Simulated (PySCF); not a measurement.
PySCF input for C2H8GeO, SMILES [CH2](C)[GeH2][OH], B3LYP/pcSseg-1. Geometry optimised at PBE-D3(BJ)/def2-SVP. The structure was generated by enumeration, and PubChem lists no compound with its InChIKey, so it may never have been made. Other conformers were not sampled.

```python
import numpy as np
from pyscf import gto, scf, dft
from pyscf.prop.nmr import rks as nmr

mol = gto.M(
    atom='''
    Ge    0.52736696    0.40977194    0.17919910
    O     1.33976447   -1.15904823   -0.22374145
    C    -1.30612895    0.40268391   -0.54874034
    C    -2.11968059   -0.80758423   -0.08141643
    H     1.42448082    1.47826062   -0.49482693
    H     0.49743743    0.59247097    1.73097116
    H     1.04552315   -1.86081755    0.38444141
    H    -1.21413199    0.41827846   -1.65508299
    H    -1.79174633    1.35856598   -0.25658175
    H    -2.25410365   -0.81243907    1.02082902
    H    -3.13221972   -0.82897402   -0.53513654
    H    -1.61424082   -1.75625975   -0.35811228
    ''',
    basis='pcSseg-1',
    charge=0,
    spin=0,
    max_memory=1600,
    verbose=3,
)
mf = dft.RKS(mol, xc='b3lyp')
mf.grids.level = 3
mf.conv_tol = 1e-10
mf.max_cycle = 100
mf.kernel()
n = nmr.NMR(mf)
n.verbose = 2
n.max_cycle_cphf = 60
sigma = n.kernel()
print('atom   isotropic/ppm   span/ppm')
for i, s in enumerate(sigma):
    w = np.linalg.eigvalsh((s + s.T) / 2)
    print(f'{mol.atom_symbol(i):2s}{i + 1:3d} {w.mean():14.3f} {w[2] - w[0]:11.3f}')
```

Log of the run:

```
converged SCF energy = -2233.09548243777
atom   isotropic/ppm   span/ppm
Ge  1       1299.972     314.326
O   2        327.894      77.541
C   3        161.753      16.095
C   4        167.191      21.251
H   5         26.194      16.924
H   6         26.115      16.155
H   7         31.137      21.832
H   8         29.954      10.521
H   9         30.497      11.082
H  10         30.222      10.279
H  11         29.687      12.257
H  12         29.971      10.182
```

The run converged.
